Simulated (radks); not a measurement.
Neutral selenium inside a hard spherical wall (all orbitals vanish at R), configuration held at [Ar] 3d10 4s2 4p4 and not refilled when levels cross. Calculated with a radial shooting solver on a logarithmic mesh with Libxc functionals: scalar-relativistic Kohn-Sham, LDA (Slater exchange, Perdew-Wang correlation), spin-polarised, spherical densities, point nucleus; open shells are filled with parallel spins first. Eigenvalues in eV for spin up, with the zero of energy where the potential of the charges vanishes at infinity; a dash marks a level that is unbound or too diffuse for the functional's potential to be trusted. A positive occupied level is held by the wall or, in an anion where self-interaction has pushed it up, behind a barrier. The pressure on the wall is -dE/dV.

R (bohr) = free: E (hartree) -2426.81262; kinetic (hartree) 2475.514; e(3p) -152.66; e(3d) -53.381; e(4s) -18.033; e(4p) -7.175; e(5s, empty) -0.516; e(5p, empty) -; pressure (GPa) 0
R (bohr) = 20: E (hartree) -2426.81262; kinetic (hartree) 2475.514; e(3p) -152.66; e(3d) -53.381; e(4s) -18.033; e(4p) -7.175; e(5s, empty) -0.510; e(5p, empty) 0.410; pressure (GPa) < 0.0001
R (bohr) = 15: E (hartree) -2426.81262; kinetic (hartree) 2475.514; e(3p) -152.66; e(3d) -53.381; e(4s) -18.033; e(4p) -7.175; e(5s, empty) -0.469; e(5p, empty) 0.687; pressure (GPa) < 0.0001
R (bohr) = 10: E (hartree) -2426.81257; kinetic (hartree) 2475.515; e(3p) -152.66; e(3d) -53.374; e(4s) -18.027; e(4p) -7.169; e(5s, empty) -0.072; e(5p, empty) 1.811; pressure (GPa) 0.00188
R (bohr) = 8: E (hartree) -2426.81168; kinetic (hartree) 2475.523; e(3p) -152.59; e(3d) -53.307; e(4s) -17.973; e(4p) -7.117; e(5s, empty) 0.783; e(5p, empty) 3.483; pressure (GPa) 0.0484
R (bohr) = 7: E (hartree) -2426.80879; kinetic (hartree) 2475.547; e(3p) -152.43; e(3d) -53.151; e(4s) -17.849; e(4p) -6.995; e(5s, empty) 1.860; e(5p, empty) 5.292; pressure (GPa) 0.257
R (bohr) = 5: E (hartree) -2426.74663; kinetic (hartree) 2475.925; e(3p) -150.65; e(3d) -51.389; e(4s) -16.533; e(4p) -5.551; e(5s, empty) 9.280; e(5p, empty) 15.672; pressure (GPa) 9.02
R (bohr) = 3.5: E (hartree) -2426.16255; kinetic (hartree) 2478.525; e(3p) -143.15; e(3d) -44.003; e(4s) -10.623; e(4p) 1.665; e(5s, empty) 36.849; e(5p, empty) 48.277; pressure (GPa) 200
R (bohr) = 3: E (hartree) -2425.32425; kinetic (hartree) 2481.650; e(3p) -136.82; e(3d) -37.811; e(4s) -4.545; e(4p) 9.180; e(5s, empty) 62.746; e(5p, empty) 76.879; pressure (GPa) 661
R (bohr) = 1.5: E (hartree) -2394.54359; kinetic (hartree) 2572.970; e(3p) -58.982; e(3d) 42.301; e(4s) 148.09; e(4p) 177.78; e(5s, empty) 518.53; e(5p, empty) 537.86; pressure (GPa) 89700
